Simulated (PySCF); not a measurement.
C2H5NOSi, SMILES C[SiH2]N=C=O.

Coordinates come from a ωB97X-D3(BJ)/def2-SVP optimisation. One conformer was computed; it need not be the lowest.

Computed with ωB97X-D3(BJ)/def2-SVP (PySCF).

Frequencies are harmonic and unscaled.

| mode | ν (cm⁻¹) | IR (km/mol) | Raman (Å⁴/amu) | depolarisation | moving atoms (share of kinetic energy) |
|---|---|---|---|---|---|
| 1 | 50 | 0.2 | 2.9 | 0.75 | N 37 %, O 27 %, C 21 %, H 11 % |
| 2 | 63 | 0.5 | 2.3 | 0.75 | N 59 %, O 20 %, H 17 % |
| 3 | 175 | 0.3 | 0.2 | 0.75 | H 91 % |
| 4 | 241 | 5.5 | 1.0 | 0.67 | N 33 %, C 25 %, H 23 %, Si 16 % |
| 5 | 503 | 13.5 | 2.4 | 0.75 | H 93 % |
| 6 | 580 | 73.6 | 5.1 | 0.12 | Si 41 %, O 24 %, C 19 %, H 10 % |
| 7 | 631 | 29.3 | 0.9 | 0.75 | C 73 %, O 15 %, N 11 % |
| 8 | 632 | 32.2 | 0.6 | 0.67 | C 72 %, O 15 %, N 12 % |
| 9 | 717 | 12.6 | 11.1 | 0.50 | H 40 %, C 36 %, Si 21 % |
| 10 | 741 | 51.6 | 9.2 | 0.75 | H 85 % |
| 11 | 774 | 65.6 | 5.5 | 0.13 | H 58 %, C 22 %, Si 18 % |
| 12 | 891 | 45.1 | 8.4 | 0.75 | H 77 %, C 18 % |
| 13 | 940 | 390.4 | 15.5 | 0.67 | H 82 %, Si 12 % |
| 14 | 982 | 150.5 | 20.0 | 0.74 | H 95 % |
| 15 | 1289 | 32.2 | 1.4 | 0.05 | H 77 %, C 23 % |
| 16 | 1439 | 4.7 | 14.5 | 0.75 | H 96 % |
| 17 | 1444 | 2.7 | 10.8 | 0.74 | H 96 % |
| 18 | 1550 | 30.9 | 35.7 | 0.24 | N 56 %, O 41 % |
| 19 | 2264 | 152.1 | 86.0 | 0.75 | H 96 % |
| 20 | 2268 | 163.4 | 201.0 | 0.06 | H 97 % |
| 21 | 2480 | 1675.0 | 3.6 | 0.36 | C 69 %, N 19 %, O 11 % |
| 22 | 3070 | 1.3 | 131.2 | 0.01 | H 97 % |
| 23 | 3174 | 2.9 | 94.5 | 0.74 | H 91 %, C 9 % |
| 24 | 3180 | 1.8 | 69.7 | 0.75 | H 91 %, C 9 % |
